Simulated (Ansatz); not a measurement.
`[CH3][Ti]([OH])([OH])[Cl]`, charge 0, multiplicity 1.

Q: Give a relaxed structure at PBE0-D4/def2-TZVP (the Gaussian-basis code of Ansatz). (An estimate is asked.)

A: Ansatz gave: 
Cartesian coordinates in Å:
```
C -0.8104 0.7783 -0.9668
Ti 0.3131 -0.0542 0.5346
O -0.3912 -1.6519 0.8175
O 1.9694 -0.1242 -0.1099
Cl 0.1144 1.2964 2.2786
H -1.8477 0.8743 -0.6348
H -0.4036 1.7656 -1.2034
H -0.7658 0.1405 -1.8540
H -0.8131 -2.2405 1.4413
H 2.6349 -0.7842 -0.3031
```
This is one stationary point; other conformers may exist.
